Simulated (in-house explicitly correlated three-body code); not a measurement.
Computed with an exponentially correlated three-body code. Model: two electrons around a point charge, non-relativistic, variational in 260 exponentially correlated functions (energies converged to about 1e-7 hartree, or 1e-8 relative for large Z).

For two electrons in a singlet the Kohn-Sham orbital is the square root of half the density, so the exact Kohn-Sham potential and energy parts follow from the density alone, and exchange is minus half the Hartree energy. The Kohn-Sham level equals minus the binding energy of the second electron.

Command:
```bash
python run_hyl.py task.json out
```
Settings (lengths in bohr, energies in hartree):
```
Z                      2.96
interaction_strength   1
functions              260
states_tried           13
```

Time taken, with all properties: 30 s on 1 thread of Intel(R) Xeon(R) Platinum 8488C (Sapphire Rapids), with other jobs on the host.

**Converged states only, values per electron or pair.**

Given: nuclear charge 2.96.

```tsv
term	mean r (bohr)	mean r squared (bohr²)	mean inverse r (1/bohr)	mean r12 (bohr)	mean inverse r12 (1/bohr)	mean cosine	mean p1 dot p2 (bohr⁻²)	delta r1 (bohr⁻³)	delta r12 (bohr⁻³)
1 1S	0.58168	0.46043	2.6479	0.87611	1.5428	-0.044204	0.28374	6.5612	0.50748
2 3S	1.5186	3.9034	1.7556	2.605	0.4544	-0.012764	0.017152	4.3806	-
2 1S	1.6739	4.8723	1.7347	2.8978	0.46699	-0.014687	0.021213	4.3375	0.060567
2 3P	1.4448	3.6016	1.7357	2.4749	0.49946	-0.054182	-0.29238	4.0679	-
2 1P	1.5513	4.2061	1.7216	2.6451	0.48274	0.009791	0.23977	4.1365	0.0091462
3 3S	3.2931	21.157	1.5974	6.1093	0.20972	-0.0037838	0.0047031	4.1955	-
3 1S	3.5275	24.523	1.5918	6.5737	0.21227	-0.0045652	0.006181	4.187	0.017679
3 3P	3.3166	21.829	1.592	6.1609	0.22001	-0.014526	-0.075446	4.1117	-
3 1P	?	?	?	?	?	?	?	?	?
4 3S	5.8328	70.21	1.5448	11.175	0.11952	-0.0015675	0.0019048	4.155	-
4 1S	?	?	?	?	?	?	?	?	?
4 3P	5.9533	73.922	1.5425	11.418	0.12337	-0.0058901	-0.030164	4.1211	-
4 1P	6.1625	79.371	1.5409	11.832	0.12187	0.0011555	0.029633	4.1284	0.0013678
```

Task: What belongs in the row 3 1P?

Result: mean r (bohr): 3.4739; mean r squared (bohr²): 24.058; mean inverse r (1/bohr): 1.588; mean r12 (bohr): 6.4642; mean inverse r12 (1/bohr): 0.2161; mean cosine: 0.0027985; mean p1 dot p2 (bohr⁻²): 0.070595; delta r1 (bohr⁻³): 4.1298; delta r12 (bohr⁻³): 0.003105.

Task: What belongs in the row 4 1S?

Result: mean r (bohr): 6.148; mean r squared (bohr²): 78.359; mean inverse r (1/bohr): 1.5425; mean r12 (bohr): 11.804; mean inverse r12 (1/bohr): 0.12037; mean cosine: -0.0019406; mean p1 dot p2 (bohr⁻²): 0.0025777; delta r1 (bohr⁻³): 4.152; delta r12 (bohr⁻³): 0.0073737.

**Exact Kohn-Sham parts of the ground state from its density.**

Computed: Kohn-Sham kinetic 7.0267 hartree; Hartree energy 3.2521 hartree; exchange energy -1.626 hartree; DFT correlation energy -0.043475 hartree; kinetic part of the DFT correlation energy 0.03974 hartree; potential part of the DFT correlation energy -0.083215 hartree; exact minus restricted Hartree-Fock -0.043457 hartree; Kohn-Sham level -73.081 eV; dipole polarisability 0.20483 bohr³; C6 of two such species 0.085872 hartree·bohr⁶.

Task: What is the total energy?

Result: -7.06647905 hartree.

Task: What is the restricted Hartree-Fock level?

Result: -73.421 eV.

**Functionals on the exact density and self-consistent, errors are functional minus exact, hybrids only self-consistent, a dash where a self-consistent run leaves the top level unbound.**

```tsv
result	exchange error (millihartree)	correlation error (millihartree)	functional driven error (millihartree)	density driven error (millihartree)	self consistent total error (millihartree)	top level plus exact binding (eV)
LDA VWN5	227.29	-91.015	136.28	-2.0439	134.24	15.764
B3LYP VWN-RPA	-	-	-	-	-6.4999	11.389
HSE06	-	-	-	-	15.012	11.371
r2SCAN	-4.6165	3.2182	-1.3983	-0.29208	-1.6904	13.5
M06-L	-18.572	-1.5367	-20.109	-2.2809	-22.389	13.35
OLYP	3.6452	-3.992	-0.34675	-1.4459	-1.7927	14.773
r2SCAN0	-	-	-	-	-0.37318	9.9031
BLYP	5.7659	-3.992	1.774	-1.4756	0.29831	14.681
PBE	24.951	-1.1674	23.784	-1.1249	22.659	14.98
revTPSS	-3.6841	-4.8851	-8.5692	-0.18256	-8.7518	13.688
PW91	20.012	-6.9353	13.077	-1.1636	11.913	14.795
RPBE	-2.7675	-1.1674	-3.9349	-1.2164	-5.1512	14.841
BP86	5.7659	-1.7715	3.9945	-0.72211	3.2724	14.83
AM05	174.9	-73.171	101.73	-1.3784	100.35	15.756
TPSS	?	?	?	?	?	?
SCAN	-4.6165	3.2182	-1.3983	-0.29208	-1.6904	13.5
PBEsol	?	?	?	?	?	?
PBE0	-	-	-	-	17.065	10.969
LDA PW92	227.29	-90.371	136.92	-2.0545	134.87	15.773
wB97X	-	-	-	-	-6.5754	8.6966
```

Task: What belongs in the row TPSS?

Result: exchange error (millihartree): -4.2339; correlation error (millihartree): -2.136; functional driven error (millihartree): -6.3699; density driven error (millihartree): -0.2943; self consistent total error (millihartree): -6.6642; top level plus exact binding (eV): 13.946.

Task: What belongs in the row PBEsol?

Result: exchange error (millihartree): 96.126; correlation error (millihartree): -12.991; functional driven error (millihartree): 83.135; density driven error (millihartree): -1.1635; self consistent total error (millihartree): 81.971; top level plus exact binding (eV): 15.537.

**Density and exact potentials over r, pair density (one pair, times 4 pi r12^2) and exact minus Kohn-Sham pair density over r12.**

| radius (bohr) | radial density (electrons/bohr) | exchange potential (hartree) | intracule density (1/bohr) | Coulomb hole against Kohn-Sham (1/bohr) | correlation potential (hartree) |
| --- | --- | --- | --- | --- | --- |
| 0.0723 | 0.56371 | -2.5896 | 0.034714 | -0.01243 | -0.042 |
| 0.0842 | 0.7134 | -2.5714 | 0.047127 | -0.01623 | -0.038 |
| 0.098 | 0.89207 | -2.5482 | 0.063792 | -0.02099 | -0.033 |
| 0.114 | 1.1005 | -2.5188 | 0.086038 | -0.02685 | -0.028 |
| 0.133 | 1.3428 | -2.4809 | 0.11628 | -0.03405 | -0.022 |
| 0.155 | 1.6079 | -2.434 | 0.15598 | -0.04239 | -0.015 |
| 0.18 | 1.8807 | -2.3777 | 0.20639 | -0.05144 | -0.008 |
| 0.21 | 2.1605 | -2.3074 | 0.2728 | -0.06112 | 0 |
| 0.245 | ? | ? | ? | ? | ? |
| 0.285 | 2.6179 | -2.1266 | 0.45446 | -0.0767 | 0.015 |
| 0.332 | 2.7428 | -2.0146 | 0.56938 | -0.07912 | 0.02 |
| 0.387 | 2.7627 | -1.8884 | 0.69488 | -0.07508 | 0.024 |
| 0.45 | 2.6622 | -1.7525 | 0.81765 | -0.06317 | 0.025 |
| 0.524 | 2.4373 | -1.6062 | 0.92452 | -0.04297 | 0.024 |
| 0.611 | 2.1014 | -1.4532 | 0.99387 | -0.01653 | 0.021 |
| 0.711 | 1.6976 | -1.3011 | 1.0035 | 0.01067 | 0.017 |
| 0.828 | 1.2682 | -1.1516 | 0.94072 | 0.0326 | 0.012 |
| 0.965 | 0.86437 | -1.0089 | 0.80576 | 0.04354 | 0.008 |
| 1.12 | ? | ? | ? | ? | ? |
| 1.31 | 0.28895 | -0.75865 | 0.42087 | 0.03033 | 0.003 |
| 1.52 | 0.13958 | -0.65624 | 0.25012 | 0.01681 | 0.002 |
| 1.78 | 0.054341 | -0.56134 | 0.12005 | 0.005876 | 0.001 |

Task: What belongs in the row 0.245?

Result: radial density (electrons/bohr): 2.4164; exchange potential (hartree): -2.2232; intracule density (1/bohr): 0.35591; Coulomb hole against Kohn-Sham (1/bohr): -0.07011; correlation potential (hartree): 0.008.

Task: What belongs in the row 1.12?

Result: radial density (electrons/bohr): 0.53841; exchange potential (hartree): -0.88055; intracule density (1/bohr): 0.6254; Coulomb hole against Kohn-Sham (1/bohr): 0.0418; correlation potential (hartree): 0.005.

The density-driven part is never positive, since each functional's own density lowers its energy. Here it is small beside the functional-driven part (median ratio 0.089), the normal case. The correlation energy of density-functional theory lies 0.018 millihartree below exact minus Hartree-Fock, because the Hartree-Fock density, unlike the exact one, minimises the Hartree-Fock energy.
